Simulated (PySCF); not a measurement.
Problem. Write Cartesian coordinates for InChI=1S/C5H9NS/c1-6-4-5(7)2-3-5/h4,7H,2-3H2,1H3/p-1/b6-4+ as optimised with GFN2-xTB. (Charge -1.)

Solution. 
```xyz
15
C5H8NS angstrom
C      2.6473    0.2465    0.0628
N      1.2406    0.5069    0.0514
C      0.4715   -0.3081   -0.5513
C     -0.9439   -0.0447   -0.8013
S     -0.9737    0.1568   -2.5684
C     -2.0448   -0.7299   -0.0381
C     -1.7935    0.7432    0.1453
H      2.9186   -0.7413   -0.3507
H      3.0129    0.3123    1.0931
H      3.1608    1.0156   -0.5231
H      0.8574   -1.2266   -1.0278
H     -1.7779   -1.4020    0.7697
H     -2.9270   -1.0282   -0.5886
H     -2.5140    1.4338   -0.2702
H     -1.3387    1.0735    1.0696
```

Orientation and origin are arbitrary. Atoms count from 1 in this order. The 4 C–C bonds span 1.461 Å (C3–C4, drawn single) to 1.506 Å (C6–C7, drawn single), a spread of 0.045 Å. The C–N distances run from 1.272 Å (N2=C3, drawn double) to 1.431 Å (C1–N2, drawn single), a spread of 0.159 Å. C3 (imine carbon) is planar (angles 123.4°, 121.7° and 114.5°, sum 359.7°, 0.04 Å off the plane of its three neighbours). N2 (imine nitrogen) is bent (angle 118.8°).

Bonds between heavy atoms (Å): C1–N2 1.431, N2=C3 1.272, C3–C4 1.461, C4–S5 1.779, C4–C6 1.505, C6–C7 1.506, C4–C7 1.496.

Computed geometry: GFN2-xTB, gas phase.

Point group: C1 (no symmetry element, even within 0.4 Å). Whether it is a minimum is left open (no frequencies). Torsions: N2–C3–C4–S5 111°.

One conformer stands for the species.
